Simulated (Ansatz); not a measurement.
Input file for Ansatz (a first-principles code): R-CCSD(T)/def2-SVP on BClH2OSe (SMILES OB(Cl)[SeH]), a point of a torsion scan. The run froze 21 orbitals, filled d shells among them.

Ansatz 0.2 input:
```yaml
crystal:
  periodic: [false, false, false]
  atoms:
    - {symbol: O, position_ang: [-0.84340474, -0.94647999, -0.05529608]}
    - {symbol: B, position_ang: [-0.19635873, 0.02834303, 0.57010093]}
    - {symbol: Cl, position_ang: [1.19482907, 0.69876028, -0.18671166]}
    - {symbol: Se, position_ang: [-0.70113448, 0.77749038, 2.30748770]}
    - {symbol: H, position_ang: [-1.62386290, -1.35489906, 0.32151196]}
    - {symbol: H, position_ang: [-1.86569454, -0.04996910, 2.55030537]}
basis:
  gaussian:
    orbitals: def2-SVP
magnetization: {spin_polarized: false}
correlation: {method: ccsd_t, electrons: outside_noble_gas}
scf: {lower_state_search: off}
```

Program output:

```
WARN ansatz: RAYON_NUM_THREADS=1 ignored (pool sized by the plan → 1); use --threads N
Functional definition: HF
these checks for a lower state are left out or cut short: stability, starts, cluster_reference, orbital_swaps, neighbouring_geometries, increment
integrals: 0.08 GiB planned
844 factors; integrals over basis functions are off by at most 9.3e-4 eV
mean field: 0.28 GiB planned
mean field evaluation 1: about -80534.0239 eV, gradient 3.2e1 eV
mean field evaluation 2: about -80534.0768 eV, gradient 3.2e1 eV
mean field evaluation 4: about -80536.3718 eV, gradient 2.7e0 eV
mean field evaluation 8: about -80536.4070 eV, gradient 1.7e-4 eV
mean field -80536.40704790 eV, -2959.6583694729 hartree, gradient 4.6e-6 eV, S^2 0.000000; 0 other end points of the search recorded, 0 dependent functions left out
21 core orbitals not correlated
reference -80536.40704790 eV, -2959.6583694729 hartree; 12, 12 occupied and 55, 55 virtual orbitals, 844 factors
second order -14.14536778 eV of doubles, -0.00000000 eV of singles
coupled cluster: 0.19 GiB planned
cycle   1  -14.67102509 eV  change   -5.3e-1 eV  update   8.7e-2
cycle   2  -14.99655947 eV  change   -3.3e-1 eV  update   2.5e-2
cycle   3  -15.07325733 eV  change   -7.7e-2 eV  update   1.3e-2
cycle   4  -15.06913860 eV  change    4.1e-3 eV  update   3.1e-3
cycle   5  -15.06785811 eV  change    1.3e-3 eV  update   1.1e-3
cycle   6  -15.06779716 eV  change    6.1e-5 eV  update   3.5e-4
cycle   7  -15.06765271 eV  change    1.4e-4 eV  update   9.9e-5
cycle   8  -15.06765892 eV  change   -6.2e-6 eV  update   3.2e-5
cycle   9  -15.06766929 eV  change   -1.0e-5 eV  update   1.1e-5
perturbative correction -0.40293793 eV, -0.0148076957 hartree
Total energy: -80551.87765512 eV, -2960.2269038019 hartree
Checks for a lower state left out: stability, starts, cluster_reference, orbital_swaps, neighbouring_geometries, increment
```

Self-consistency was reached.

Cost: around 4 core-seconds (rough).
